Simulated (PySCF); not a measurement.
**ZrBr: one state, many levels of theory**

State: quartet, unpaired electrons σ ↑, π ↑, δ ↑, a mixture of terms (⟨Lz²⟩ = 4.9). Set-up: PySCF, scalar-relativistic core potentials, basis sets Zr def2-TZVPPD with ECP28, Br def2-TZVPPD. De refers to Zr (4d2 5s2) + Br in their high-spin ground configurations, without counterpoise correction. The functionals are run spin-unrestricted. A positive dipole means Zr(−)Br(+).

| Level | Re (Å) | ωe (cm⁻¹) | De (eV) | μ (D) |
| --- | --- | --- | --- | --- |
| UHF | 2.627 | 237 | n/a | -4.09 |
| UHF-MP2 | 2.517 | 268 | n/a | n/a |
| UHF-SCS-MP2 | 2.542 | 260 | n/a | n/a |
| PBE | 2.517 | 261 | n/a | -3.16 |
| PBEsol | 2.490 | 271 | n/a | -3.05 |
| r²SCAN | 2.524 | 262 | n/a | -3.45 |
| M06-L | 2.534 | 257 | n/a | -3.80 |
| TPSSh | 2.530 | 260 | n/a | -3.50 |
| PBE0 | 2.520 | 263 | n/a | -3.61 |
| r²SCAN0 | 2.527 | 262 | n/a | -3.81 |
| M06 | 2.519 | 266 | n/a | -3.96 |
| ωB97M-V | 2.539 | 258 | n/a | -3.89 |

Problem. What does a quarter of exact exchange do here, going from PBE to PBE0?

Solution. PBE0 less PBE: +0.3 pm in Re, +0.8 % in ωe. Exact exchange removes part of the self-interaction that spreads semilocal densities, and in most molecules shortens and stiffens the bond and lowers De; here Re goes the other way.

Problem. What does the step from GGA to meta-GGA do here, going from PBE to r²SCAN?

Solution. r²SCAN less PBE: +0.7 pm in Re, +0.4 % in ωe. 

Problem. What does a quarter of exact exchange do here, going from r²SCAN to r²SCAN0?

Solution. r²SCAN0 less r²SCAN: +0.3 pm in Re, +0.0 % in ωe. Exact exchange removes part of the self-interaction that spreads semilocal densities, and in most molecules shortens and stiffens the bond and lowers De; here Re goes the other way.

Correlated steps freeze 9 core orbitals. De is left out where the level can put another filling of the metal’s s and d shells below the measured ground configuration, by anything from nothing to about 1 eV. These are scalar-relativistic numbers at best; spin–orbit coupling would shift them, the dissociation energy most. The state is the lowest single determinant that the PBE0 search found; with open d or f shells the true ground state can be another one.

The whole job (state search and all levels along the bond) took about 11 min on 2 threads of Arm Neoverse V2 (shared host), peak memory 4.5 GiB.
